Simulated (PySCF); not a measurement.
Estimate the missing entries of this data sheet.

Species: H10OSi4.
SMILES: `[SiH3]O[SiH2][SiH2][SiH3]`

Conformer (atom-mapped SMILES and torsion angles): `[SiH3:1][O:2][SiH2:3][SiH2:4][SiH3:5]`: Si1–O2–Si3–Si4 -14°, O2–Si3–Si4–Si5 -155°.

```csv
property,level,value
point group of the GFN2-xTB geometry,GFN2-xTB,C1
"rotational constants A, B, C of the GFN2-xTB geometry",GFN2-xTB,?
dipole moment,CAM-B3LYP/def2-SVPD,?
HOMO energy,CAM-B3LYP/def2-SVPD,?
LUMO energy,CAM-B3LYP/def2-SVPD,0.14 eV
lowest singlet excitation,TDDFT CAM-B3LYP/def2-SVPD,"6.05 eV (205 nm, f = 0.024)"
strongest line among the 8 lowest singlet transitions,TDDFT CAM-B3LYP/def2-SVPD,?
lowest triplet excitation (Tamm–Dancoff),TDA CAM-B3LYP/def2-SVPD,?
static isotropic polarisability,CAM-B3LYP/def2-SVPD,115.2 au
electronic spatial extent ⟨r²⟩ about the centre of nuclear charge,CAM-B3LYP/def2-SVPD,?
1H chemical shifts (computed TMS as zero) by class,GIAO PBE0/pcSseg-1,"5.67 (2 H), 5.06 (3 H), 3.52 (2 H), 3.39 (3 H) ppm"
"isotropic shieldings of nuclei other than C and H, by class",GIAO PBE0/pcSseg-1,?
```

Gas-phase values; electronic properties from PySCF, density fitting. Geometry: GFN2-xTB, one conformer, isolated molecule. NMR classes are plain means over equivalent atoms (diastereotopic ones count apart unless rotation or inversion swaps them), as if these changed places fast; in this geometry the members of some classes differ.

Give the rotational constants A, B, C of the GFN2-xTB geometry.

5.407, 0.646, 0.602 GHz.

What is the electronic spatial extent ⟨r²⟩ about the centre of nuclear charge?

1884 bohr².

The isotropic shieldings of nuclei other than C and H, by class?

345 (1 O), 375 (1 Si), 393 (1 Si), 471 (1 Si), 483 (1 Si) ppm.

What is the dipole moment?

0.29 D.

Give the HOMO energy.

-9.17 eV.

The lowest triplet excitation (Tamm–Dancoff)?

5.47 eV.

The strongest line among the 8 lowest singlet transitions?

S8 at 7.73 eV (160 nm, f = 0.116).

The principal polarisabilities are 97.8, 106.5 and 141.5 au; their mean is the isotropic value. The vertical singlet–triplet gap S1 − T1 is 0.58 eV (TDDFT singlet less Tamm–Dancoff triplet; S1: HOMO→LUMO, weight 0.90; T1: HOMO→LUMO, weight 0.88). The 8 singlets span 6.05 to 7.73 eV, and their oscillator strengths add up to 0.43. The rotational constants make it an asymmetric top with κ = (2B − A − C)/(A − C) = -0.98, nearer the prolate limit (−1).
